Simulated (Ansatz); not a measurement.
Geometry optimisation, RKS PBE0/def2-SVPD in Ansatz.

Input:

```yaml
crystal:
  periodic: [false, false, false]
  atoms:
    - { symbol: B, position_ang: [0.052768, -0.253982, -0.05668] }
    - { symbol: H, position_ang: [-0.036533, -0.514929, 1.11268] }
    - { symbol: C, position_ang: [1.403853, -0.134243, -0.821635] }
    - { symbol: H, position_ang: [1.678244, -1.144478, -1.175454] }
    - { symbol: H, position_ang: [1.316879, 0.5059, -1.710247] }
    - { symbol: H, position_ang: [2.233675, 0.212958, -0.190752] }
    - { symbol: F, position_ang: [-1.096699, -0.234553, -0.732025] }
    - { symbol: O, position_ang: [-0.128718, 2.044306, 1.159113] }
    - { symbol: H, position_ang: [0.738101, 2.40788, 1.362633] }
    - { symbol: H, position_ang: [-0.20697, 1.241642, 1.719566] }
basis:
  gaussian: { orbitals: def2-SVPD }
hamiltonian:
  xc: pbe0
relax:
  f_tol: 0.03
  max_steps: 50
output:
  orbitals: {}
```

Run as:

```bash
$ ansatz run input.yaml --threads 4 --pin off --max-ram 5120MiB --backend cpu --events-out ev --progress --plain --runs-dir out
```

**Question.** Where does it end, and by what steps?

**Answer.** The run converged. The force dipped under the threshold on the way, but the program's further checks kept it going. After 38 steps the energy has fallen by 0.276 eV; H10 moved furthest, 1.55 Å. Joined: B1–O8 (2.61 → 1.75 Å).

| step | energy less start (eV) | largest force component (eV/Å) | accepted |
| --- | --- | --- | --- |
| 0 | 0.0000 | 0.866 | yes |
| 2 | -0.0305 | 1.384 | yes |
| 4 | -0.0773 | 1.519 | yes |
| 6 | -0.1409 | 0.472 | yes |
| 8 | -0.2042 | 0.792 | yes |
| 10 | -0.2254 | 0.104 | yes |
| 12 | -0.2291 | 0.665 | no |
| 14 | -0.2404 | 0.171 | yes |
| 16 | -0.2420 | 0.159 | yes |
| 18 | -0.2495 | 0.447 | yes |
| 20 | -0.2457 | 0.896 | no |
| 22 | -0.2605 | 0.158 | yes |
| 24 | -0.2367 | 1.178 | no |
| 26 | -0.2696 | 0.089 | yes |
| 28 | -0.2702 | 0.073 | yes |
| 30 | -0.2729 | 0.073 | yes |
| 32 | -0.2611 | 0.699 | no |
| 34 | -0.2740 | 0.262 | no |
| 36 | -0.2754 | 0.101 | yes |
| 38 | -0.2758 | 0.010 | yes |

```xyz
10
Properties=species:S:1:pos:R:3
B 0.300 -0.090 0.345
H 0.567 -0.759 1.328
C 1.333 0.006 -0.852
H 1.358 -0.960 -1.379
H 1.048 0.765 -1.600
H 2.357 0.218 -0.513
F -1.041 -0.143 -0.024
O 0.340 1.504 1.073
H -0.236 1.478 1.847
H -0.072 2.111 0.443
```

Whether the end is a true minimum wasn't checked by a vibrational analysis.

Run time: 58 s on 4 threads of Intel(R) Xeon(R) Platinum 8488C (Sapphire Rapids), on a shared host, peak memory 0.31 GiB.
